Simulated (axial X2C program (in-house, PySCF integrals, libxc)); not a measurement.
MgPt: from the spin-free to the two-component result

Calculated with an axial X2C code built on PySCF integrals. Spin-free means the one-electron spin-free X2C Hamiltonian; two-component (2c) means X2C with spin–orbit coupling and atomic mean-field two-electron Coulomb and Gaunt terms, so the difference of the two also holds small scalar two-electron terms. Basis: Pt dyall-cv3z [13s14p9d6f4g], Mg dyall-cv3z [9s8p6d3f] (cores contracted in-house); Gaussian nuclei, density fitting, unrestricted open shells. Masses: Pt 194.965 u, Mg 23.985 u.

Spin-free state: M_S = 0, Λ = 0 (closed shell); fragments Pt + Mg.

```tsv
level	Re (Å)	ωe (cm⁻¹)	De (eV)	μ (D)
PBE0	2.283	374.6	1.964	3.39
HF	2.360	303.6	0.071	1.85
MP2	2.256	408.5	2.352	n/a
CCSD	2.291	370.5	1.822	n/a
CCSD(T)	2.291	375.7	2.104	n/a
M06	2.320	346.5	1.979	3.31
```

Correlated methods: 12 electrons correlated (number of frozen shells: Pt 5 s, 4 p, 2 d, 1 f; Mg 2 s, 1 p), 334 virtual spin orbitals or spinors in MP2, 88 natural virtuals in coupled cluster.

Dipoles are positive if Mg is the positive end.

Two-component determinant lowest at the distance of the search:

Ω = 3 (⟨Sz⟩ = 1.00, ⟨Lz⟩ = 2.00 at HF); fragments Pt + Mg.

```json
{"level": "PBE0", "Re (Å)": "2.457", "ωe (cm⁻¹)": "300.3", "De (eV)": "1.793", "μ (D)": "1.61"}
{"level": "HF", "Re (Å)": "2.533", "ωe (cm⁻¹)": "260.3", "De (eV)": "0.866", "μ (D)": "0.96"}
{"level": "MP2", "Re (Å)": "2.434", "ωe (cm⁻¹)": "331.0", "De (eV)": "1.924", "μ (D)": "n/a"}
{"level": "CCSD", "Re (Å)": "2.463", "ωe (cm⁻¹)": "304.6", "De (eV)": "1.640", "μ (D)": "n/a"}
{"level": "CCSD(T)", "Re (Å)": "2.459", "ωe (cm⁻¹)": "310.5", "De (eV)": "1.786", "μ (D)": "n/a"}
{"level": "M06", "Re (Å)": "2.510", "ωe (cm⁻¹)": "265.4", "De (eV)": "1.638", "μ (D)": "2.06"}
```

(1) From the two tables, how do the constants change at the CCSD(T) level (2c against spin-free)?

Occupations by symmetry block were frozen at the best pattern of an incomplete PBE0 search. Closed shells are restricted here (equal orbitals for both partners); the stretched side of such a curve lies too high. De is counted from the lowest determinant-based energies of the atoms at the same level, without counterpoise correction. Density functionals use the spin component along the axis (collinear). CCSD and (T) use frozen natural virtuals with an MP2 correction for the truncation; (T) itself is uncorrected, so its De runs slightly low. PBE0 can misorder states that lie within some tenths of an eV, so this need not be the ground state of the molecule. The nearest other spin-free determinant of the search, M_S = 1, Λ = 2, lies 0.18 eV up at the distance of the search. Without a current term, density functionals place determinants with orbital angular momentum somewhat too high. With several unpaired electrons one determinant need not be a pure state. A state of lower Ω lies just above, and one determinant can place such states too high, so the state shown need not be the lowest. The search has Ω = 2 only 0.06 eV up. The T1 diagnostic is large, a sign of multireference character.

## Answers

(1) At the CCSD(T) level Re goes up by 0.168 Å and ωe drops by 65.2 cm⁻¹; De changes by -0.318 eV. The two determinants differ in configuration, so these shifts compare two states and are not the spin–orbit effect on one state.
